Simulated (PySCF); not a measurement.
Compound: C4H6Ge.
Numbering: `[CH:1]1=[CH:2][GeH2:3][CH:4]=[CH:5]1` (hydrogens: H6 on C1; H7 on C2; H8, H9 on Ge3; H10 on C4; H11 on C5)

Cartesian coordinates in Å at the PBE0-D3(BJ)/def2-SVP level; atoms count from 1:
```xyz
11
C4H6Ge angstrom
C     -1.0425    0.7549   -0.4357
C      0.1771    1.3202   -0.3423
Ge     1.3964   -0.0524    0.2998
C     -0.0761   -1.3219    0.3577
C     -1.1798   -0.6695   -0.0578
H     -1.9276    1.3036   -0.7776
H      0.3702    2.3630   -0.6004
H      2.0313    0.2490    1.6695
H      2.5100   -0.4229   -0.6968
H     -0.0843   -2.3714    0.6572
H     -2.1638   -1.1473   -0.1254
```

Level: PBE0/def2-SVPD in PySCF, non-relativistic, on one gas-phase PBE0-D3(BJ)/def2-SVP geometry that isn't relaxed in the solvent. The solvent is an IEF-PCM continuum (Bondi radii, 1.10 Å for H, scaled by 1.2), and excitations are vertical TDDFT with non-equilibrium linear response and a frozen core. Specific hydrogen bonds and non-electrostatic terms are outside this model. Spin–orbit coupling is left out although an atom past zinc is present.

Gas-phase singlets (H = HOMO, L = LUMO):

```json
{"state": "S1", "E (eV)": "4.518", "λ (nm)": "274", "f": "0.059", "leading configurations": "H→L 97%"}
{"state": "S2", "E (eV)": "5.508", "λ (nm)": "225", "f": "0.000", "leading configurations": "H-1→L 99%"}
{"state": "S3", "E (eV)": "5.996", "λ (nm)": "207", "f": "0.006", "leading configurations": "H-3→L 96%"}
{"state": "S4", "E (eV)": "6.315", "λ (nm)": "196", "f": "0.000", "leading configurations": "H→L+1 96%"}
{"state": "S5", "E (eV)": "6.329", "λ (nm)": "196", "f": "0.007", "leading configurations": "H→L+2 97%"}
```

**Question.** What are the lowest 5 singlets in acetone (ε = 20.49)?

**Answer.** 
```
state  E (eV)  λ (nm)      f  leading configurations  change by rank (eV)
   S1   4.482     277  0.077                 H→L 98%               -0.036
   S2   5.454     227  0.000               H-1→L 99%               -0.054
   S3   5.929     209  0.007               H-3→L 97%               -0.067
   S4   6.305     197  0.000               H→L+1 96%               -0.010
   S5   6.388     194  0.106    H-2→L 82%, H→L+4 16%               +0.059
```

**Question.** What are the lowest 5 singlets in water (ε = 78.36)?

**Answer.** 
| state | E (eV) | λ (nm) | f | leading configurations | change by rank (eV) |
| --- | --- | --- | --- | --- | --- |
| S1 | 4.487 | 276 | 0.076 | H→L 98% | -0.031 |
| S2 | 5.450 | 227 | 0.000 | H-1→L 99% | -0.058 |
| S3 | 5.926 | 209 | 0.007 | H-3→L 97% | -0.070 |
| S4 | 6.305 | 197 | 0.000 | H→L+1 96% | -0.010 |
| S5 | 6.391 | 194 | 0.103 | H-2→L 82%, H→L+4 16% | +0.062 |

**Question.** The ground-state energy changes by -0.077 eV from gas to water. By how much does the total energy of gas-phase S1 change?

**Answer.** E(S1) = E(S0) + excitation energy, so it changes by -0.077 − 0.031 = -0.108 eV: it is lowered more than the ground state, which is what a red shift means. This is the vertical state, with the slow part of the continuum still set for S0.

**Question.** How do the frontier levels move from gas to water?

**Answer.** 
```tsv
orbital	gas (eV)	solvent (eV)	change (eV)	Löwdin shares, gas	Löwdin shares, solvent
LUMO+2	0.72	0.81	+0.09	Ge3 40 %, H8 12 %, H9 12 %, C4 11 %	Ge3 40 %, H8 13 %, H9 13 %, C2 11 %
LUMO+1	0.65	0.65	0.00	Ge3 43 %, H8 11 %, H9 11 %, C5 7 %	Ge3 44 %, H9 11 %, H8 11 %, C1 7 %
LUMO	-1.46	-1.45	+0.01	C4 20 %, C2 20 %, C5 18 %, C1 18 %	C4 20 %, C2 20 %, C5 18 %, C1 18 %
HOMO	-6.80	-6.81	-0.01	C2 26 %, C4 26 %, C1 18 %, C5 18 %	C4 26 %, C2 26 %, C5 18 %, C1 18 %
HOMO-1	-8.62	-8.56	+0.06	C2 25 %, C4 25 %, Ge3 23 %, C1 6 %	C4 25 %, C2 25 %, Ge3 23 %, C5 6 %
HOMO-2	-8.84	-8.83	+0.01	Ge3 23 %, C5 16 %, C1 16 %, H9 14 %	Ge3 24 %, C1 15 %, C5 15 %, H8 14 %
HOMO-3	-8.91	-8.85	+0.06	Ge3 25 %, C4 12 %, C2 11 %, C5 11 %	Ge3 25 %, C2 12 %, C4 12 %, C5 11 %
```

The HOMO–LUMO gap goes from 5.33 to 5.36 eV.
